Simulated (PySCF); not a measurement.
Coordinates in bohr (charge 0 multiplicity 1):
```
I     0.0000   -1.8686    0.8444
O     0.0017   -3.9781   -1.8074
O     2.8443   -1.9481    2.6846
O    -2.8460   -1.9493    2.6819
I     0.0000    2.8651   -1.2948
```

These are results of PBE0 in PySCF with I def2-SVP with ECP28, O def2-SVP; scalar-relativistic core potentials, no spin–orbit coupling; density-fitted integrals, not measurements.

This geometry of IO3I is a stationary point at this level.

Q: What is the point group?

A: C3v.

Q: Is it a minimum?

A: Yes: all harmonic wavenumbers are real.

Q: Which band is strongest in the infrared?

A: 285 cm⁻¹ (a1), 101 km/mol.

Q: What are the dipole moment and the gap between the highest occupied and lowest empty levels?

A: 2.80 D and 3.77 eV.

Only a few start shapes were tried, so a lower isomer may exist.
